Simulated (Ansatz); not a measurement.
Ansatz (an electronic-structure program) input file for Al(F)(H)(iPr) (C₃H₈AlF), SMILES C[CH](C)[AlH][F], PBE-D3(BJ)/def2-SVP. 

Ansatz 0.2 input:
```yaml
crystal:
  periodic: [false, false, false]
  atoms:
    - {symbol: Al, position_ang: [-0.37598205, 1.08662495, 0.12644182]}
    - {symbol: F, position_ang: [0.66155375, 2.01721560, -0.80006675]}
    - {symbol: H, position_ang: [-1.35166159, 1.88730662, 1.07921406]}
    - {symbol: C, position_ang: [-0.32285318, -0.86723204, -0.07418969]}
    - {symbol: C, position_ang: [-0.71496310, -1.59410071, 1.22416274]}
    - {symbol: C, position_ang: [1.00172644, -1.39145427, -0.65198810]}
    - {symbol: H, position_ang: [-1.11961041, -1.07226427, -0.82074980]}
    - {symbol: H, position_ang: [-0.79741133, -2.68455119, 1.06561150]}
    - {symbol: H, position_ang: [0.03928676, -1.44452704, 2.01646709]}
    - {symbol: H, position_ang: [-1.68221673, -1.24833293, 1.62558548]}
    - {symbol: H, position_ang: [1.26223045, -0.90468728, -1.60510680]}
    - {symbol: H, position_ang: [0.95749479, -2.48070383, -0.83370104]}
    - {symbol: H, position_ang: [1.84220996, -1.21658286, 0.04162669]}
basis:
  gaussian:
    orbitals: def2-SVP
hamiltonian:
  xc: pbe
  dispersion: d3bj
relax: {f_tol: 0.002, max_steps: 200}
```

Log of the run:

```
WARN ansatz: RAYON_NUM_THREADS=1 ignored (pool sized by the plan → 1); use --threads N
Functional definition: PBE
integrals: 0.06 GiB planned
1279 factors; their error is unknown
mean field: 0.33 GiB planned
mean field evaluation 1: about -12525.3369 eV, gradient 7.6e1 eV
mean field evaluation 2: about -12488.1962 eV, gradient 1.4e2 eV
mean field evaluation 4: about -12539.3366 eV, gradient 1.1e1 eV
mean field evaluation 8: about -12539.5768 eV, gradient 1.8e-1 eV
mean field evaluation 16: about -12539.5128 eV, gradient 1.5e-4 eV
mean field -12539.51277052 eV, -460.8185947294 hartree, gradient 5.2e-5 eV, S^2 0.000000; 0 other end points of the search recorded, 0 dependent functions left out
the calculation of the forces begins
reference -12539.51281125 eV, -460.8185962263 hartree; 24, 24 occupied and 90, 90 virtual orbitals, 1279 factors
relax step   1: F+E_penalty+E_count = -12539.76357294 eV  Δ(F+E_penalty+E_count) = +0.000e0 eV  max|allowed force component| = 2.434e-1 eV/Å  Δτ_max = 0.0000 Å  (28 SCF iters, accepted)
these checks for a lower state are left out or cut short: starts, cluster_reference, orbital_swaps, neighbouring_geometries, increment
integrals: 0.06 GiB planned
1279 factors; their error is unknown
mean field: 0.33 GiB planned
mean field -12539.52350469 eV, -460.8189892030 hartree, gradient 1.7e-5 eV, S^2 0.000000; 0 other end points of the search recorded, 0 dependent functions left out
the calculation of the forces begins
reference -12539.52354546 eV, -460.8189907014 hartree; 24, 24 occupied and 90, 90 virtual orbitals, 1279 factors
relax step   2: F+E_penalty+E_count = -12539.77360237 eV  Δ(F+E_penalty+E_count) = -1.003e-2 eV  max|allowed force component| = 1.246e-1 eV/Å  Δτ_max = 0.0142 Å  (32 SCF iters, accepted)
these checks for a lower state are left out or cut short: starts, cluster_reference, orbital_swaps, neighbouring_geometries, increment
integrals: 0.06 GiB planned
1279 factors; their error is unknown
mean field: 0.33 GiB planned
mean field evaluation 32: about -12539.5253 eV, gradient 1.8e-5 eV
mean field -12539.52533193 eV, -460.8190563528 hartree, gradient 1.8e-5 eV, S^2 0.000000; 0 other end points of the search recorded, 0 dependent functions left out
the calculation of the forces begins
reference -12539.52537269 eV, -460.8190578506 hartree; 24, 24 occupied and 90, 90 virtual orbitals, 1279 factors
relax step   3: F+E_penalty+E_count = -12539.77507079 eV  Δ(F+E_penalty+E_count) = -1.468e-3 eV  max|allowed force component| = 2.620e-2 eV/Å  Δτ_max = 0.0107 Å  (31 SCF iters, accepted)
these checks for a lower state are left out or cut short: starts, cluster_reference, orbital_swaps, neighbouring_geometries, increment
integrals: 0.06 GiB planned
1279 factors; their error is unknown
mean field: 0.33 GiB planned
mean field -12539.52537455 eV, -460.8190579191 hartree, gradient 7.6e-6 eV, S^2 0.000000; 0 other end points of the search recorded, 0 dependent functions left out
the calculation of the forces begins
reference -12539.52541530 eV, -460.8190594168 hartree; 24, 24 occupied and 90, 90 virtual orbitals, 1279 factors
relax step   4: F+E_penalty+E_count = -12539.77510920 eV  Δ(F+E_penalty+E_count) = -3.841e-5 eV  max|allowed force component| = 6.052e-3 eV/Å  Δτ_max = 0.0019 Å  (24 SCF iters, accepted)
these checks for a lower state are left out or cut short: starts, cluster_reference, orbital_swaps, neighbouring_geometries, increment
integrals: 0.06 GiB planned
1279 factors; their error is unknown
mean field: 0.33 GiB planned
mean field -12539.52536815 eV, -460.8190576839 hartree, gradient 6.6e-6 eV, S^2 0.000000; 0 other end points of the search recorded, 0 dependent functions left out
the calculation of the forces begins
reference -12539.52540890 eV, -460.8190591815 hartree; 24, 24 occupied and 90, 90 virtual orbitals, 1279 factors
relax step   5: F+E_penalty+E_count = -12539.77511344 eV  Δ(F+E_penalty+E_count) = -4.242e-6 eV  max|allowed force component| = 4.978e-3 eV/Å  Δτ_max = 0.0018 Å  (23 SCF iters, accepted)
these checks for a lower state are left out or cut short: starts, cluster_reference, orbital_swaps, neighbouring_geometries, increment
integrals: 0.06 GiB planned
1279 factors; their error is unknown
mean field: 0.33 GiB planned
mean field -12539.52536848 eV, -460.8190576962 hartree, gradient 5.1e-5 eV, S^2 0.000000; 0 other end points of the search recorded, 0 dependent functions left out
the calculation of the forces begins
reference -12539.52540923 eV, -460.8190591938 hartree; 24, 24 occupied and 90, 90 virtual orbitals, 1279 factors
relax step   6: F+E_penalty+E_count = -12539.77511528 eV  Δ(F+E_penalty+E_count) = -1.837e-6 eV  max|allowed force component| = 1.426e-3 eV/Å  Δτ_max = 0.0008 Å  (19 SCF iters, accepted)
integrals: 0.06 GiB planned
1279 factors; their error is unknown
mean field: 0.33 GiB planned
mean field evaluation 64: about -12539.5254 eV, gradient 1.1e-3 eV
mean field -12539.52536848 eV, -460.8190576962 hartree, gradient 5.1e-5 eV, S^2 0.000000; 1 other end points of the search recorded, 0 dependent functions left out
the calculation of the forces begins
reference -12539.52540923 eV, -460.8190591938 hartree; 24, 24 occupied and 90, 90 virtual orbitals, 1279 factors
Total energy: -12539.77515603 eV, -460.8282372192 hartree
Atom 0 at    -0.378138     1.088539     0.127015 Å, force     0.001426     0.001121    -0.001395 eV/Å
Atom 1 at     0.661509     2.036817    -0.802122 Å, force    -0.001205    -0.000866     0.001127 eV/Å
Atom 2 at    -1.366728     1.893441     1.090799 Å, force    -0.000409    -0.000392     0.000132 eV/Å
Atom 3 at    -0.319290    -0.874050    -0.077157 Å, force     0.001149     0.000082     0.000314 eV/Å
Atom 4 at    -0.716079    -1.591906     1.225556 Å, force    -0.000767     0.000222     0.000427 eV/Å
Atom 5 at     1.005838    -1.396880    -0.655679 Å, force    -0.000000     0.000204    -0.000533 eV/Å
Atom 6 at    -1.123570    -1.074185    -0.828908 Å, force    -0.000303     0.000027    -0.000101 eV/Å
Atom 7 at    -0.807846    -2.690462     1.072769 Å, force    -0.000144    -0.000050     0.000005 eV/Å
Atom 8 at     0.044651    -1.445128     2.022554 Å, force     0.000119     0.000002     0.000004 eV/Å
Atom 9 at    -1.686619    -1.236253     1.631111 Å, force    -0.000239     0.000014     0.000426 eV/Å
Atom 10 at     1.270850    -0.905786    -1.613920 Å, force     0.000374    -0.000149    -0.000347 eV/Å
Atom 11 at     0.962879    -2.493443    -0.841560 Å, force    -0.000029    -0.000134    -0.000055 eV/Å
Atom 12 at     1.852347    -1.223993     0.042849 Å, force     0.000028    -0.000082    -0.000005 eV/Å
Dipole moment:    -0.140751    -0.316923     0.096522 e Å
```

The calculation finished and met its thresholds.

Cost: about 18 core-seconds (a rough figure).
